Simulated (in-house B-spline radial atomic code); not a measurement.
Atomic self-consistent-field run: Bi⁴⁺. Method: scalar-relativistic (X2C) LDA PW92, spin-polarised, spherical fractional occupations, Fermi nucleus of rms radius 5.5211 fm. Calculated with a radial B-spline atomic code at the basis-set limit.

Command:
```bash
python run_scf.py task.json out
```
Settings (nuclear radius in fm, mass in u):
```
Z                83
configuration    [Xe] 4f14 5d10 6s1
hamiltonian      x2c
method           lda,pw
spin_polarised   True
nucleus          fermi
rms_radius       5.5211
atomic_mass      208.9804
speed_of_light   137.035999084
```

Output (hartree, bohr):
```
 radial grid: 73 intervals, B-splines of order 8, outer radius 40.8511 bohr

 iter        energy (Eh)    residual
    1      -21516.285584    8.75e-01
    2      -21518.585230    1.91e-01
    3      -21519.276655    4.06e-02
    4      -21519.318614    1.27e-02
    5      -21519.321446    5.82e-03
    6      -21519.322168    1.23e-03
    7      -21519.322193    4.06e-04
    8      -21519.322198    1.73e-05
    9      -21519.322198    9.08e-07
   10      -21519.322198    2.78e-08

 total energy                    -21519.32220
 kinetic                           25156.6790
 electron-nucleus                 -54467.6446
 Hartree                            8181.1465
 exchange-correlation               -389.5032

 orbital      occ     eigenvalue          <r>       <r^2>       <1/r>       r_max
 1s up      1.000     -3316.4496    0.0149315 0.000316824     115.879    0.008652
 1s down    1.000     -3316.4474    0.0149315 0.000316824     115.879    0.008652
 2s up      1.000      -597.0682    0.0656245   0.0051674     27.3644     0.05605
 2s down    1.000      -597.0674    0.0656245   0.0051674     27.3644     0.05605
 2p up      3.000      -514.1381    0.0598616  0.00440138     21.6209     0.04619
 2p down    3.000      -514.1373    0.0598616  0.00440138     21.6209     0.04619
 3s up      1.000      -145.3008     0.171174   0.0336664     9.77892      0.1588
 3s down    1.000      -145.2999     0.171174   0.0336664     9.77891      0.1588
 3p up      3.000      -121.4625     0.172847   0.0347638     8.27333      0.1585
 3p down    3.000      -121.4617     0.172847   0.0347638     8.27333      0.1585
 3d up      5.000       -96.1706     0.157466   0.0290244     7.61269      0.1293
 3d down    5.000       -96.1698     0.157466   0.0290243      7.6127      0.1293
 4s up      1.000       -34.4931     0.377396    0.160957     4.09302      0.3566
 4s down    1.000       -34.4917     0.377391    0.160952     4.09306      0.3566
 4p up      3.000       -26.6249     0.401726    0.183572     3.53172      0.3756
 4p down    3.000       -26.6234     0.401717    0.183563      3.5318      0.3756
 4d up      5.000       -17.2742     0.422897    0.206463     3.13803      0.3821
 4d down    5.000       -17.2725     0.422882    0.206448     3.13814      0.3821
 5s up      1.000        -7.2933     0.830976     0.77379     1.69713      0.7712
 5s down    1.000        -7.2898     0.830682    0.773118     1.69756      0.7712
 5p up      3.000        -5.0555      0.94406     1.00443     1.42753      0.8577
 5p down    3.000        -5.0503     0.942967     1.00177     1.42895      0.8576
 4f up      7.000        -7.1332     0.441239    0.232403     2.74437      0.3417
 4f down    7.000        -7.1314     0.441199    0.232352     2.74454      0.3417
 5d up      5.000        -2.4908      1.21052     1.68156     1.08193       1.032
 5d down    5.000        -2.4775      1.20458     1.66406     1.08709        1.03
 6s up      1.000        -1.9029      1.94734     4.21724    0.668524       1.784
```

Run time, properties included: 0.32 s on 1 thread of Arm Neoverse V2, with other jobs on the host.

One-electron X2C: radii and densities carry no picture-change correction, so inner-shell <1/r> comes out high (for 1s by about 2 % at Z = 33, 5 % at 54, 10 % at 75, 30 % at 118) and <r> low.
